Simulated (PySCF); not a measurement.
C2H4BNO2. Atoms are numbered in the order given.

```xyz
10

O     -0.1152    -2.1285     0.0000
B     -0.0650    -0.7788     0.0000
C     -1.2323     0.2796     0.0000
N     -0.7226     1.4613     0.0000
C      0.7145     1.3382     0.0000
O      1.0887    -0.0385     0.0000
H      0.7603    -2.5385     0.0000
H     -2.3237     0.1646     0.0000
H      1.1326     1.8338    -0.8937
H      1.1326     1.8338     0.8937
```

The structure is a stationary point at B3LYP-D3(BJ)/def2-SVP. The structure was generated by enumeration, and PubChem lists no compound with its InChIKey, so it may never have been made. One conformer was computed; it need not be the lowest.

The numbers are results of PySCF with PBE/def2-TZVP, not measurements.

Isolated molecule, no solvent.

| Property | Result |
|---|---|
| total energy | -308.51886 hartree |
| point group | Cs |
| highest occupied level | -6.25 eV |
| lowest empty level | -2.20 eV |
| orbital gap | 4.05 eV |
| dipole moment | 1.60 D |
| quadrupole, principal values (traceless, Buckingham form, about the centre of nuclear charge) | -1.13, 0.39, 0.74 D·Å |
| mean static polarisability | 49.2 bohr³ (7.30 Å³) |
| polarisability, principal values | 34.4, 49.5, 63.8 bohr³ |
